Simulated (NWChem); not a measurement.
System: CF3, doublet; SMILES F[C](F)F

The following NWChem deck was run.

```
start job
memory heap 200 mb stack 900 mb global 1100 mb
geometry units angstroms noautosym nocenter noautoz
  F     -0.324352     1.207697    -0.072238
  C      0.000000     0.000000     0.319767
  F     -0.883721    -0.884745    -0.072238
  F      1.208072    -0.322952    -0.072238
end
basis spherical
  F library 6-31g*
  C library 6-31g*
end
dft
  odft
  mult 2
  xc xpbe96 cpbe96
  iterations 150
end
cosmo
  dielec 1.5
end
task dft energy
```

Output (shortened):

```
             Northwest Computational Chemistry Package (NWChem) 7.3.0
             --------------------------------------------------------

                             Geometry "geometry" -> ""
                             -------------------------

 Output coordinates in angstroms (scale by  1.889725989 to convert to a.u.)

  No.       Tag          Charge          X              Y              Z
 ---- ---------------- ---------- -------------- -------------- --------------
    1 F                    9.0000    -0.32435200     1.20769700    -0.07223800
    2 C                    6.0000     0.00000000     0.00000000     0.31976700
    3 F                    9.0000    -0.88372100    -0.88474500    -0.07223800
    4 F                    9.0000     1.20807200    -0.32295200    -0.07223800

 Effective nuclear repulsion energy (a.u.)     124.7851161591

  pbe96 is a nonlocal functional; adding pw91lda local functional.

                                 NWChem DFT Module
                                 -----------------

 Summary of "ao basis" -> "ao basis" (spherical)
 ------------------------------------------------------------------------------
       Tag                 Description            Shells   Functions and Types
 ---------------- ------------------------------  ------  ---------------------
 F                           6-31g*                  6       14   3s2p1d
 C                           6-31g*                  6       14   3s2p1d

 in cosmo_initialize ...

 solvent parameters
 solvname_short: unkn
 solvname_long:  unknown
 dielec:        1.5000

          ---------------
          -cosmo- solvent
          ---------------
 Cosmo: York-Karplus, doi: 10.1021/jp992097l
 dielectric constant -eps-     =   1.50
 screen = (eps-1)/(eps    )    =   0.33333
 surface charge correction     = lagrangian

   van der Waals surface
 --------------------------

[...]

                                   COSMO solvation results
                                   -----------------------

                 gas phase energy =      -337.226853725818
                 sol phase energy =      -337.227001518363
 (electrostatic) solvation energy =         0.000147792545 (    0.09 kcal/mol)

                    DFT Final Alpha Molecular Orbital Analysis
                    ------------------------------------------

 Vector   15  Occ=1.000000D+00  E=-3.783035D-01
              MO Center=  2.8D-01,  2.8D-01, -3.3D-02, r^2= 1.8D+00
   Bfn.  Coefficient  Atom+Function         Bfn.  Coefficient  Atom+Function
  ----- ------------  ---------------      ----- ------------  ---------------
     5      0.352164  1 F  pz                47     -0.351898  4 F  pz
     9      0.233490  1 F  pz                51     -0.233313  4 F  pz
     4      0.229193  1 F  py                45     -0.229139  4 F  px
     3     -0.182089  1 F  px                46      0.182027  4 F  py
    31     -0.165347  3 F  px                32      0.165444  3 F  py

 Vector   16  Occ=1.000000D+00  E=-3.509023D-01
              MO Center=  7.4D-04,  7.5D-04, -6.8D-02, r^2= 2.0D+00
   Bfn.  Coefficient  Atom+Function         Bfn.  Coefficient  Atom+Function
  ----- ------------  ---------------      ----- ------------  ---------------
     3      0.395416  1 F  px                46     -0.395538  4 F  py
    31     -0.289284  3 F  px                32      0.288950  3 F  py
     7      0.264266  1 F  px                50     -0.264347  4 F  py
    35     -0.193346  3 F  px                36      0.193123  3 F  py
     4      0.106000  1 F  py                45     -0.105541  4 F  px

 Vector   17  Occ=1.000000D+00  E=-1.912621D-01
              MO Center=  9.3D-06,  9.8D-06,  4.7D-01, r^2= 1.4D+00
   Bfn.  Coefficient  Atom+Function         Bfn.  Coefficient  Atom+Function
  ----- ------------  ---------------      ----- ------------  ---------------
    20      0.617370  2 C  s                 19      0.511759  2 C  pz
     5     -0.273391  1 F  pz                33     -0.273345  3 F  pz
    47     -0.273390  4 F  pz                 9     -0.218688  1 F  pz
    23      0.217725  2 C  pz                37     -0.218673  3 F  pz
    51     -0.218688  4 F  pz                16      0.185451  2 C  s

 Vector   18  Occ=0.000000D+00  E= 1.533628D-01
              MO Center= -9.6D-04, -9.6D-04, -1.8D-01, r^2= 1.3D+00
   Bfn.  Coefficient  Atom+Function         Bfn.  Coefficient  Atom+Function
  ----- ------------  ---------------      ----- ------------  ---------------
    20      1.403847  2 C  s                 23     -0.527082  2 C  pz
     6     -0.513801  1 F  s                 34     -0.515592  3 F  s
    48     -0.513795  4 F  s                 19     -0.505885  2 C  pz
     8      0.374873  1 F  py                49      0.374986  4 F  px
    16      0.302887  2 C  s                  4      0.286244  1 F  py

 Vector   19  Occ=0.000000D+00  E= 1.627390D-01
              MO Center=  2.7D-02,  2.7D-02,  3.6D-01, r^2= 1.6D+00
   Bfn.  Coefficient  Atom+Function         Bfn.  Coefficient  Atom+Function
  ----- ------------  ---------------      ----- ------------  ---------------
    21      0.738162  2 C  px                22      0.736797  2 C  py
    34      0.662689  3 F  s                 17      0.477396  2 C  px
    18      0.476514  2 C  py                48     -0.333555  4 F  s
     6     -0.331825  1 F  s                  7     -0.254850  1 F  px
    50     -0.254589  4 F  py                35      0.243258  3 F  px

[...]
```

Level: PBE/6-31G* (spherical d), spin-unrestricted, COSMO on the gas-phase geometry. In the optimisation the excess spin sits in a (C3, its own frame). Geometry: optimised at PBE0/def2-SVP, spin-unrestricted. No stability test was run on the SCF state. COSMO prints the solvation energy as gas minus solution, so a positive value is a stabilisation.
